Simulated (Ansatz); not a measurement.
Computed with Ansatz on PBE0-D4/def2-TZVP structures; ΔE is electronic, products minus reactants. CBS: MP2 limit from def2 TZ/QZ plus the TZ coupled-cluster correction, frozen cores. DFT in def2-TZVPP. B3LYP here is the variant with VWN-RPA as its local correlation; programs differ in this. Each species was taken in one conformer, which may not be the lowest.

Consider the ligand exchange at the Si–C bond: `CC([SiH3])=C=N` + `OBN[SiH3]` → `OBN([SiH3])[SiH3]` + `CC=C=N`.

```json
{"level": "PBE-D4", "ΔE (kJ/mol)": "-20.2", "difference from CCSD(T)/CBS": "9.8"}
{"level": "r2SCAN-D4", "ΔE (kJ/mol)": "-24.2", "difference from CCSD(T)/CBS": "5.8"}
{"level": "PBE0-D4", "ΔE (kJ/mol)": "-23.4", "difference from CCSD(T)/CBS": "6.6"}
{"level": "B3LYP-D4", "ΔE (kJ/mol)": "-27.0", "difference from CCSD(T)/CBS": "3.0"}
{"level": "ωB97X-V", "ΔE (kJ/mol)": "-28.5", "difference from CCSD(T)/CBS": "1.5"}
{"level": "ωB97M-V", "ΔE (kJ/mol)": "-29.4", "difference from CCSD(T)/CBS": "0.6"}
{"level": "B2PLYP", "ΔE (kJ/mol)": "-26.3", "difference from CCSD(T)/CBS": "3.7"}
{"level": "PBE", "ΔE (kJ/mol)": "-18.5", "difference from CCSD(T)/CBS": "11.5"}
{"level": "r2SCAN", "ΔE (kJ/mol)": "-23.8", "difference from CCSD(T)/CBS": "6.2"}
{"level": "PBE0", "ΔE (kJ/mol)": "-21.9", "difference from CCSD(T)/CBS": "8.1"}
{"level": "B3LYP", "ΔE (kJ/mol)": "-24.1", "difference from CCSD(T)/CBS": "5.9"}
{"level": "HF/def2-TZVPP", "ΔE (kJ/mol)": "-32.6", "difference from CCSD(T)/CBS": "-2.6"}
{"level": "MP2/def2-TZVPP", "ΔE (kJ/mol)": "-27.5", "difference from CCSD(T)/CBS": "2.5"}
{"level": "SCS-MP2/def2-TZVPP", "ΔE (kJ/mol)": "-29.8", "difference from CCSD(T)/CBS": "0.2"}
{"level": "CCSD/def2-TZVPP", "ΔE (kJ/mol)": "-31.8", "difference from CCSD(T)/CBS": "-1.8"}
{"level": "CCSD(T)/def2-TZVPP", "ΔE (kJ/mol)": "-30.5", "difference from CCSD(T)/CBS": "-0.5"}
{"level": "HF/def2-QZVPP", "ΔE (kJ/mol)": "-33.2", "difference from CCSD(T)/CBS": "-3.2"}
{"level": "MP2/def2-QZVPP", "ΔE (kJ/mol)": "-27.4", "difference from CCSD(T)/CBS": "2.6"}
{"level": "SCS-MP2/def2-QZVPP", "ΔE (kJ/mol)": "-29.6", "difference from CCSD(T)/CBS": "0.4"}
{"level": "HF/CBS(def2)", "ΔE (kJ/mol)": "-33.3", "difference from CCSD(T)/CBS": "-3.3"}
{"level": "MP2/CBS(def2)", "ΔE (kJ/mol)": "-26.9", "difference from CCSD(T)/CBS": "3.1"}
{"level": "CCSD/CBS(def2)", "ΔE (kJ/mol)": "-31.2", "difference from CCSD(T)/CBS": "-1.2"}
{"level": "CCSD(T)/CBS", "ΔE (kJ/mol)": "-30.0", "difference from CCSD(T)/CBS": "0"}
```

Largest T1 diagnostic among the species: 0.014.

From PBE to PBE0 (25 % exact exchange), in def2-TZVPP and without D4, ΔE moves by −3.5 kJ/mol.
